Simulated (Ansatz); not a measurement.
Correlation energies of FH$_{4}$IN$_{2}$Zr (`[NH2][Zr]([NH2])([F])[I]`) by basis set

```csv
atom,x (Å),y (Å),z (Å)
N1,0.9530,-1.2943,0.5729
Zr2,-0.5018,0.0843,0.4297
N3,0.0388,1.3341,-1.0540
F4,-0.6867,1.0643,2.0514
I5,-2.8621,-1.1421,-0.2943
H6,1.5906,-1.4208,1.3480
H7,1.0933,-2.0453,-0.0913
H8,0.8063,1.2140,-1.7000
H9,-0.4314,2.2059,-1.2624
```

Charge 0, multiplicity 1. Correlated methods include outer-core shells of I, Zr, which these sets cover unevenly. Zr, I: def2 effective core potential. The geometry is a stationary point of PBE0-D4/def2-TZVP. It is one conformer, not always the lowest. Frozen core, restricted reference, the Gaussian-basis code of Ansatz.

```csv
basis,HF (Eh),MP2 corr.
def2-SVP,-553.92221,-0.90043
def2-TZVPP,-554.20749,-1.53185
def2-QZVPP,-554.22301,-1.80894
```

(1) Estimate the CCSD correlation energy and the (T) correction in each basis where they were run (hartree).

Answers

(1) 
```json
{"basis": "def2-SVP", "CCSD corr.": "-0.92164", "(T)": "-0.02855"}
{"basis": "def2-TZVPP", "CCSD corr.": "-1.50742", "(T)": "-0.05399"}
```
